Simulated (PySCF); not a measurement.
EPR parameters of C4H3Cl3FO

Species: C4H3Cl3FO (doublet state).
Z-matrix (Å and degrees, GFN2-xTB geometry), rows numbered from 1:
```
O 
C   1  1.2845
C   2  1.3124  1  143.24
C   3  1.5084  2  121.24  1   174.44
F   4  1.3759  3  110.90  2   -90.91
C   3  1.5191  2  123.85  1    -7.65
Cl  6  1.7868  3  110.71  2   132.57
Cl  6  1.7956  3  110.06  2  -107.92
Cl  6  1.7744  3  112.57  2    12.08
H   1  0.9815  2  115.76  3   -20.42
H   4  1.0923  3  110.35  2    26.81
H   4  1.0935  3  111.50  2   150.39
```

The hyperfine couplings belong to this conformer and change with its torsions.

As a line formula: `O/[C]=C(/CF)C(Cl)(Cl)Cl` [radical].

Method used: PySCF, UKS B3LYP, pcH-1 on C Cl F H O, non-relativistic, mean-field spin-orbit, GIAO. The structure is a single GFN2-xTB conformer in the gas phase; no vibrational or solvent corrections. Couplings are sensitive to structure, and on GFN2-xTB geometries they can be far from those on DFT ones. No stability test was run, so a lower SCF solution isn't excluded.

```json
{
 "g1, g2, g3": "2.00203, 2.00209, 2.00391",
 "g_iso": "2.00267",
 "Form of g": "close to axial: the two nearest values differ by 3 % of g3 − g1",
 "⟨S²⟩": "0.7566 (exact 0.7500)",
 "α and β electrons": "48, 47",
 "Basis functions": "285"
}
```

Hyperfine couplings atom by atom, in G; T1 to T3 are the principal values of the dipolar part (MHz turned into gauss with g_iso; 10 G = 1 mT):

| atom | isotope | a_iso | of which spin–orbit | T1 | T2 | T3 | Mulliken spin population |
| --- | --- | --- | --- | --- | --- | --- | --- |
| O1 | 17O | -54.9 | 0.0 | -9.0 | 4.2 | 4.7 | 0.04 |
| C2 | 13C | 157.9 | 0.0 | -27.6 | -21.1 | 48.7 | 0.93 |
| C3 | 13C | 21.6 | 0.0 | -5.7 | -0.5 | 6.2 | -0.12 |
| C4 | 13C | 9.8 | 0.0 | -1.3 | -1.1 | 2.4 | 0.02 |
| F5 | 19F | -4.1 | 0.0 | -4.1 | 1.2 | 2.9 | 0.00 |
| C6 | 13C | 39.7 | 0.0 | -2.0 | -1.7 | 3.7 | 0.05 |
| Cl7 | 35Cl | 1.6 | 0.0 | -1.6 | -1.3 | 2.9 | 0.02 |
| Cl8 | 35Cl | -0.4 | 0.0 | -0.3 | 0.0 | 0.2 | 0.00 |
| Cl9 | 35Cl | 0.9 | 0.0 | -0.5 | -0.2 | 0.7 | 0.00 |
| H10 | 1H | 52.1 | 0.0 | -3.3 | -2.3 | 5.6 | 0.06 |
| H11 | 1H | -1.1 | 0.0 | -2.0 | -1.1 | 3.1 | 0.00 |
| H12 | 1H | 2.4 | 0.0 | -0.9 | -0.6 | 1.4 | 0.00 |

Largest spin populations (Mulliken): C2 (+0.93) and C3 (-0.12). No atom but C2 exceeds +0.15. The positive populations add up to 1.12 and the negative ones to -0.12, together 2S = 1.

Axes: g3 points within 14° of the C3–C4 bond.

Under fast tumbling the dipolar parts average out, and these isotropic splittings remain: 1 × 1H (H10, I = 1/2, 2 lines) with 5.21 mT, 1 × 19F (F5, I = 1/2, 2 lines) with 0.41 mT, 3 × 35Cl (Cl7/Cl8/Cl9, I = 3/2, 10 lines) with 0.07 mT and 2 × 1H (H11/H12, I = 1/2, 3 lines) with 0.06 mT.

Nuclei that the bonding pattern makes equivalent are averaged, as if the motion that swaps them (rotation, inversion, ring flip) were fast. The three 35Cl nuclei of mean +2.0 MHz run from -1.0 to 4.5 MHz in the frozen geometry. The 1H value of +1.8 MHz is a mean of couplings from -3.1 to 6.7 MHz in this one geometry, not an average over conformers.

Main isotope only: 35Cl (natural samples also hold 24 % 37Cl, magnetic too, which adds its own pattern).

The 13C coupling of C2 (442.6 MHz) shows only in satellite lines or after enrichment, since that isotope makes up about 1.07 % of natural carbon.

The 17O coupling of O1 (-153.8 MHz) shows only in satellite lines or after enrichment, since that isotope makes up about 0.038 % of natural oxygen.

The spin density at the nucleus, in bohr⁻³, is negative for F5 (-0.0027), for instance. A restricted open-shell determinant has no negative spin density anywhere; here it arises because α and β orbitals differ (spin polarisation).

Hardware: Arm Neoverse V1, one thread, on a shared host. Cost: 1.9 min (with the writing of density and orbital grids), 1.1 GiB resident at most.
